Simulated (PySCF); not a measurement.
CH3F2GaO, SMILES [Ga]([F])([O]C)[F]. Atoms are numbered in the order given.

```xyz
8

Ga     0.0197    -0.3685     0.0000
F      0.9490    -1.8322     0.0000
F     -1.7178    -0.5016     0.0000
O      0.7918     1.2051     0.0000
C      0.0600     2.4182     0.0000
H      0.3240     3.0092    -0.8931
H      0.3240     3.0092     0.8931
H     -1.0331     2.2605     0.0000
```

Geometry: ωB97X-D3(BJ)/def2-SVP. Other conformers were not sampled.

The numbers are results of PBE/def2-TZVP (PySCF), not measurements.

Symmetry labels are those of the subgroup Cs that the program uses (full group Cs).

Computed valence orbital energies around the gap with their symmetry:
```csv
orbital,symmetry,energy (eV)
HOMO−7,A",-11.17
HOMO−6,A',-10.31
HOMO−5,A",-9.79
HOMO−4,A',-9.42
HOMO−3,A",-9.35
HOMO−2,A',-9.19
HOMO−1,A',-7.63
HOMO,A",-7.16
LUMO,A',-2.73
LUMO+1,A",-1.25
LUMO+2,A',0.52
LUMO+3,A',1.10
```
